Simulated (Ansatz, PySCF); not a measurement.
Reaction (SMILES): CCCO + 2 C (CH4) → 2 CC (C2H6) [ethane] + CO (CH4O) [methanol]
Geometries: B3LYP-D3(BJ)/def2-TZVP minima from Ansatz (a quantum-chemistry and plane-wave program), one conformer each, not searched for the lowest.

Quantity: bond separation energy (enthalpy at 298 K, with B3LYP-D3(BJ) rigid-rotor harmonic-oscillator terms from PySCF), in kcal/mol. Valence correlation only, unless marked. No spin-orbit coupling. Non-relativistic unless marked X2C. CBS marks a two-point X^-3 extrapolation of the correlation energy; Hartree-Fock from the larger set. [CCSD(T)-MP2]/basis is that difference in the basis named.

```csv
level,program,bond separation energy (kcal/mol)
HF/aug-cc-pVTZ,Ansatz,5.9
HF/cc-pwCVTZ,Ansatz,6.1
```

Task: What does RI-MP2/CBS(cc-pVTZ,cc-pVQZ)+[CCSD(T)-MP2]/cc-pVTZ (Ansatz) give?

Result: 8.2 kcal/mol
